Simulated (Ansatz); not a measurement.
Job for Ansatz (a first-principles code): R-r2SCAN/def2-TZVPP on H2 (SMILES [H][H]).

Ansatz 0.2 input:
```yaml
crystal:
  periodic: [false, false, false]
  atoms:
    - {symbol: H, position_ang: [0.00000000, -0.00000000, 0.38043305]}
    - {symbol: H, position_ang: [-0.00000000, 0.00000000, -0.38043305]}
basis:
  gaussian:
    orbitals: def2-TZVPP
hamiltonian:
  xc: {name: r2SCAN}
scf: {lower_state_search: off}
```

Program output:

```
WARN ansatz: RAYON_NUM_THREADS=4 ignored (pool sized by the plan → 4); use --threads N
Functional definition: r2SCAN
these checks for a lower state are left out or cut short: stability, starts, cluster_reference, orbital_swaps, neighbouring_geometries, increment
integrals: 0.00 GiB planned
118 factors; their error is unknown
mean field: 0.05 GiB planned
mean field evaluation 1: about -31.6821 eV, gradient 7.4e0 eV
mean field evaluation 2: about -31.8591 eV, gradient 1.7e0 eV
mean field evaluation 4: about -31.8676 eV, gradient 3.9e-2 eV
mean field evaluation 8: about -31.8662 eV, gradient 3.8e-5 eV
mean field -31.86622561 eV, -1.1710621913 hartree, gradient 3.4e-7 eV, S^2 0.000000; 0 other end points of the search recorded, 0 dependent functions left out
reference -31.86623225 eV, -1.1710624354 hartree; 1, 1 occupied and 27, 27 virtual orbitals, 118 factors
Total energy: -31.86623225 eV, -1.1710624354 hartree
Checks for a lower state left out: stability, starts, cluster_reference, orbital_swaps, neighbouring_geometries, increment
```

The calculation finished and met its thresholds.

Cost: around 0.4 core-seconds (rough).
